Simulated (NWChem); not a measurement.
## Total energies of stibine (H$_{3}$Sb)

SMILES: [SbH3]
```xyz
4

Sb     0.0006     0.0541     0.0000
H     -0.7203    -0.9130     1.2313
H     -0.7203    -0.9130    -1.2313
H      1.4123    -0.9348     0.0000
```
Charge 0, spin multiplicity 1.

All runs are NWChem calculations. The geometry was optimised at B3LYP/def2-SVP with def2 effective core potentials on Sb, a minimum by its harmonic frequencies.

Basis set: def2-SVP (41 functions).

```json
[
 {"method": "RHF", "total energy (Ha)": "-240.96864"},
 {"method": "MP2", "total energy (Ha)": "-241.10175"},
 {"method": "B2PLYP", "total energy (Ha)": "-241.72858"},
 {"method": "PBE", "total energy (Ha)": "-242.00380"},
 {"method": "B3LYP", "total energy (Ha)": "-242.10525"},
 {"method": "LDA (SVWN5)", "total energy (Ha)": "-241.61877"},
 {"method": "CCSD(T)", "total energy (Ha)": "-241.13280"}
]
```

Total energies of different functionals aren't comparable as a measure of quality: only differences taken within one method are. 

Effective core potentials replace the inner electrons of Sb; spin-orbit coupling is left out. The correlated methods keep 4 core orbitals frozen. B3LYP has NWChem's definition, with VWN1-RPA local correlation. Coupled-cluster values serve here as a point of comparison, not as the truth.
